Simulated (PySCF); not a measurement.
C4H9NSi, SMILES C1N(CC=C1)[SiH3]. Geometry optimised at r2SCAN-D4/def2-SVP. The structure was generated by enumeration, and PubChem lists no compound with its InChIKey, so it may never have been made. One conformer was computed; it need not be the lowest.

Computed equilibrium geometry at r2SCAN-D4/def2-SVP (PySCF confirms it by a frequency run) as a Z-matrix, and its point group (one conformer of several):
point group Cs.
```
N
C 1 1.4635
H 2 1.1103 1 111.82
H 2 1.1145 3 105.88 1 124.12
C 1 1.4635 2 111.02 3 -129.26
H 5 1.1103 1 111.82 2 129.26
H 5 1.1145 6 105.88 1 -124.12
C 2 1.5015 3 112.21 4 120.53
C 8 1.3376 2 110.97 3 125.64
H 9 1.0928 8 126.11 2 178.75
H 8 1.0928 9 126.11 10 0.00
Si 1 1.7312 2 124.21 3 59.04
H 12 1.4951 1 108.25 2 -34.65
H 12 1.4951 13 110.73 1 118.51
H 12 1.5033 13 107.24 14 116.69
```
Charge 0, spin multiplicity 1.
